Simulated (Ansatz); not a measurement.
Reaction (ligand exchange at the Al–F bond): `[NH2][Al]([F])[Br]` + NH₃ → `[NH2][Al]([NH2])[Br]` + H–F

Calculated with Ansatz (gas phase, PBE0-D4/def2-TZVP geometries, no zero-point term in ΔE). CCSD(T)/CBS is the MP2 limit (def2-TZVPP, def2-QZVPP) plus CCSD(T) − MP2 in def2-TZVPP, frozen cores. This one scheme is used for every species. Functionals use def2-TZVPP. B3LYP here is the variant with VWN-RPA as its local correlation; programs differ in this. HSE06 is defined as in plane-wave codes. For Br outer-core shells are correlated without core-valence functions, which leaves a few kJ/mol of doubt a bond. Scalar relativity is left out up to krypton. One conformer a species, not always the lowest.

```json
{"level": "B3LYP-D4", "ΔE (kJ/mol)": "96.1"}
{"level": "HSE06-D4", "ΔE (kJ/mol)": "90.3"}
{"level": "BHLYP-D4", "ΔE (kJ/mol)": "96.5"}
{"level": "CAM-B3LYP", "ΔE (kJ/mol)": "99.8"}
```

Problem. What does CCSD(T)/CBS give? (Estimate.)

Solution. The calculation gave: +92.9 kJ/mol. The listed levels differ from it by 3.2, -2.6, 3.6, 6.9 kJ/mol.

Largest T1 diagnostic among the species: 0.009.

From BLYP to BHLYP (50 % exact exchange), in def2-TZVPP and without D4, ΔE moves by −3.1 kJ/mol. At CCSD(T), def2-SVP lies +10.6 kJ/mol from the extrapolated value and def2-TZVPP +0.3 kJ/mol. Leaving LDA and LC-ωPBE aside and taking each functional with its dispersion term where it has one, the values, not all of them listed here, spread over 12.1 kJ/mol, from HSE06-D4 to B97M-V. LDA lies −8.3 kJ/mol from PBE without D4.
